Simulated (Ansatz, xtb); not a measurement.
**Relative energy of two isomers of C2H8MgSi**

Structure a is `C[SiH](C)[MgH]`, a singlet and structure b is `C[SiH2][CH2][MgH]`, a singlet. Both are isolated molecules in the gas phase, relaxed with PBE0-D3(BJ)/def2-SVP; the shapes shown needn't be the lowest conformers.

a (Å):

```yaml
atoms:
  - { symbol: C, position_ang: [-1.4666, 1.4147, -0.8615] }
  - { symbol: C, position_ang: [-0.2076, -0.6026, 1.0858] }
  - { symbol: Mg, position_ang: [2.2050, 2.0348, -0.1677] }
  - { symbol: Si, position_ang: [0.1353, 0.4794, -0.4405] }
  - { symbol: H, position_ang: [-1.3649, 1.9922, -1.7935] }
  - { symbol: H, position_ang: [-1.7392, 2.1174, -0.0582] }
  - { symbol: H, position_ang: [-2.3035, 0.7093, -0.9913] }
  - { symbol: H, position_ang: [0.3779, -0.4742, -1.5854] }
  - { symbol: H, position_ang: [-0.4285, 0.0162, 1.9699] }
  - { symbol: H, position_ang: [0.6544, -1.2427, 1.3301] }
  - { symbol: H, position_ang: [-1.0753, -1.2587, 0.9077] }
  - { symbol: H, position_ang: [3.5683, 3.0565, 0.0090] }
```

b (Å):

| atom | x (Å) | y (Å) | z (Å) |
| --- | --- | --- | --- |
| C | -0.6482 | 1.6492 | 0.1459 |
| C | 0.8853 | -0.8779 | 1.0545 |
| Mg | 2.5857 | -0.4202 | -0.0843 |
| Si | -0.7106 | -0.2274 | 0.3515 |
| H | -1.6004 | 2.0401 | -0.2448 |
| H | 0.1468 | 1.9578 | -0.5537 |
| H | -0.4555 | 2.1406 | 1.1131 |
| H | -0.9511 | -0.8379 | -1.0026 |
| H | -1.9203 | -0.5554 | 1.1820 |
| H | 0.8199 | -1.9776 | 1.1561 |
| H | 1.0202 | -0.4759 | 2.0767 |
| H | 3.9855 | -0.0592 | -0.9870 |

Estimate which is lower in electronic energy at CCSD(T)/def2-SVP + ΔMP2/def2-TZVPP, and by roughly how much.

Too close to call at this level: CCSD(T)/def2-SVP + ΔMP2/def2-TZVPP gives E(b) − E(a) = +0.21 kcal/mol.

Level by level:

| level | geometry | E(b) − E(a) (kcal/mol) | departure from the last row (kcal/mol) | job, with rough time for the two |
| --- | --- | --- | --- | --- |
| PBE0-D3(BJ)/def2-SVP | PBE0-D3(BJ)/def2-SVP | +3.41 | +3.20 | optimisation, 40 s |
| HF/def2-SVP | PBE0-D3(BJ)/def2-SVP | +1.81 | +1.60 | part of the CCSD(T) run |
| MP2/def2-SVP | PBE0-D3(BJ)/def2-SVP | −0.01 | −0.22 | part of the CCSD(T) run |
| CCSD(T)/def2-SVP | PBE0-D3(BJ)/def2-SVP | +1.75 | +1.54 | single point |
| CCSD(T)/def2-SVP + ΔMP2/def2-TZVPP | PBE0-D3(BJ)/def2-SVP | +0.21 |  | single point, 39 s |

As drawn, b has 1 C–Mg, 1 Si–H in place of 1 Mg–Si, 1 C–H.

The largest departure from CCSD(T)/def2-SVP + ΔMP2/def2-TZVPP is that of PBE0-D3(BJ)/def2-SVP, 3.20 kcal/mol. Levels run at GFN2-xTB geometries aren't shown. The last row adds to CCSD(T) the change of the MP2 difference between the two basis sets, here −1.54 kcal/mol.

With harmonic frequencies from PBE0-D3(BJ)/def2-SVP (ideal gas, rigid rotor, one conformer each, 200 K, 1 atm): the zero-point term adds −1.93 kcal/mol; ΔH is −1.82 and ΔG −1.80 kcal/mol.

The correlated steps freeze 8 core orbitals; the last core shell of Mg is correlated, in a basis made for valence electrons. Mirror images aren't counted in ΔG. Codes used: Ansatz 0.2.0; the last row on 2 threads of Arm Neoverse V1 on a shared host.
